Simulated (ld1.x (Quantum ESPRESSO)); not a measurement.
## An all-electron radial function and its pseudo partner (xenon (Xe))

Columns: radius, all-electron u(r) and pseudo u(r) of the 5p shell (level -17.03 eV) of xenon in the configuration [Kr] 4d10 5s2 5p5; PBEsol, scalar-relativistic, TM semilocal scheme, ld1.x (Quantum ESPRESSO) 7.5.

```tsv
r (bohr)	all-electron	pseudo
0.093	0.0931	-0.0026
0.185	-0.2168	-0.0105
0.278	-0.1834	-0.0238
0.370	0.0493	-0.0426
0.463	0.2642	-0.0675
0.555	0.3693	-0.0985
0.648	0.3641	-0.1365
0.740	0.2789	-0.1809
0.833	0.1460	-0.2328
0.925	-0.0042	-0.2907
1.018	-0.1563	-0.3548
1.110	-0.2955	-0.4221
1.203	-0.4189	-0.4916
1.295	-0.5214	-0.5586
1.388	-0.6050	-0.6210
1.480	-0.6688	-0.6745
1.573	-0.7161	-0.7174
1.665	-0.7476	-0.7478
1.758	-0.7660	-0.7660
1.850	-0.7731	-0.7731
1.943	-0.7708	-0.7708
2.035	-0.7609	-0.7609
2.128	-0.7446	-0.7446
2.220	-0.7237	-0.7237
2.313	-0.6988	-0.6988
2.405	-0.6715	-0.6715
```

(1) How many radial nodes do the two functions have?

(2) At about which radius was the pseudo-wave matched?

(3) Is the pseudo-wave norm-conserving?

## Answers

(1) The all-electron 5p function has n − l − 1 = 3; the pseudo-wave has 0, since the states of the same l below it are removed with the core.

(2) 1.85 bohr. The columns agree to 0.0005 from 1.67 bohr on; several derivatives are matched, so the curves merge somewhat inside the radius.

(3) Yes: the TM semilocal scheme keeps the norm inside the radius equal to the all-electron one, which fixes the energy derivative of the logarithmic derivative at the level.
